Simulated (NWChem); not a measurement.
Molecule: SiH2SeOCl2; SMILES O[Si]([SeH])(Cl)Cl

```xyz
7

O      0.1628     0.8694    -1.9031
Si     0.0078     0.5090    -0.3041
Cl    -1.8127     1.1467     0.4397
Cl     1.5226     1.5668     0.5937
Se     0.0750    -1.7276     0.1444
H     -0.4390     0.4069    -2.5071
H      1.4078    -1.8769    -0.4868
```
Atoms are numbered in this order, from 1.

Computed with NWChem. Pople sets run with spherical d functions. Medium grid unless said otherwise, to which SCAN and Minnesota functionals are sensitive. Structure relaxed at the B3LYP/6-31G* (spherical d) level. Total energies of different functionals are on different scales.

```tsv
level	energy (Ha)	highest occupied level (eV)	orbital gap (eV)	dipole (D)
B3LYP/6-31G*	-3687.7603	-7.35	6.49	2.49
PBE/6-31G*	-3686.7185	-6.41	4.87	2.46
M06/6-31G*	-3687.5445	-7.62	6.92	2.58
r2SCAN0/6-31G*	-3687.5249	-7.88	7.37	2.60
PW6B95/6-31G*	-3689.8282	-7.69	7.09	2.52
LDA (Slater exchange, PW92)/6-31G*	-3679.5838	-6.53	4.78	2.52
PBE0/6-31G*	-3686.9017	-7.66	7.00	2.55
SCAN/6-31G*	-3687.9597	-6.77	5.46	2.57
B97-2/6-31G*	-3688.3738	-7.40	6.69	2.55
```
